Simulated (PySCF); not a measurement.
UHF on W⁻ (tungsten, charge -1), [Xe] 4f14 5d5 6s2, high-spin 6S determinant. All numbers are calculated (PySCF 2.14, a scalar-relativistic core potential, in aug-cc-pVTZ-PP with ECP60MDF (6s6p5d3f2g, 88 functions)).

```
cycle= 1 E= -66.7135969224402  delta_E= -2.08e-09  |g|= 1.2e-05  |ddm|= 0.000269
cycle= 2 E= -66.7135969228373  delta_E= -3.97e-10  |g|= 5.74e-06  |ddm|= 5.66e-05
converged SCF energy = -66.7135969228373  <S^2> = 9.2615558  2S+1 = 6.1681621
```

Highest occupied orbital energy: 0.231 eV; ⟨L²⟩ = 0.00; populations by l: s 4.00, p 6.00, d 5.00, f 0.00.

(1) Can this result be used?

Answers

(1) With care. The run converged. Energies and moments cover only the electrons outside the core potential. Spin-orbit coupling, which splits the p, d and f shells strongly at this Z, is absent. ⟨S²⟩ = 9.26 against 8.75 shows spin contamination. At UHF the highest occupied level has a positive energy, so only the finite basis holds that electron.
